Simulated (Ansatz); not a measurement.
`C=C[NH][GeH3]` and `C=C[N]([GeH3])[SiH2]Cl` differ in one atom or group.

Ansatz, PBE0-D4/def2-TZVP geometries, multiplicity 1. Each molecule was computed in one conformer, which needn't be the lowest.

Scalar relativity is left out up to krypton.

```csv
property,`C=C[NH][GeH3]`
LUMO energy (PBE0/def2-TZVPP) / eV,0.40
HOMO–LUMO gap (ωB97M-V/def2-TZVPP) / eV,10.21
LUMO energy (PBE/def2-TZVPP) / eV,-0.45
HOMO energy (PBE0/def2-TZVPP) / eV,-5.92
HOMO–LUMO gap (B3LYP/def2-TZVPP) / eV,5.86
HOMO energy (PBE/def2-TZVPP) / eV,-4.82
```

(1) What does the change do to each property? (An estimate is asked.)

## Answers

(1) The calculation gave: 
| property | `C=C[N]([GeH3])[SiH2]Cl` | shift |
| --- | --- | --- |
| LUMO energy (PBE0/def2-TZVPP) / eV | 0.17 | -0.23 |
| HOMO–LUMO gap (ωB97M-V/def2-TZVPP) / eV | 10.71 | 0.50 |
| LUMO energy (PBE/def2-TZVPP) / eV | -0.72 | -0.27 |
| HOMO energy (PBE0/def2-TZVPP) / eV | -6.56 | -0.64 |
| HOMO–LUMO gap (B3LYP/def2-TZVPP) / eV | 6.33 | 0.47 |
| HOMO energy (PBE/def2-TZVPP) / eV | -5.48 | -0.66 |

With PBE0 the HOMO falls by 0.64 eV and the LUMO falls by 0.23 eV, so the gap widens by about 0.41 eV. PBE moves the HOMO by -0.66 eV and ωB97M-V by -0.63 eV.

B3LYP here is the variant with VWN-RPA as its local correlation; programs differ in this.
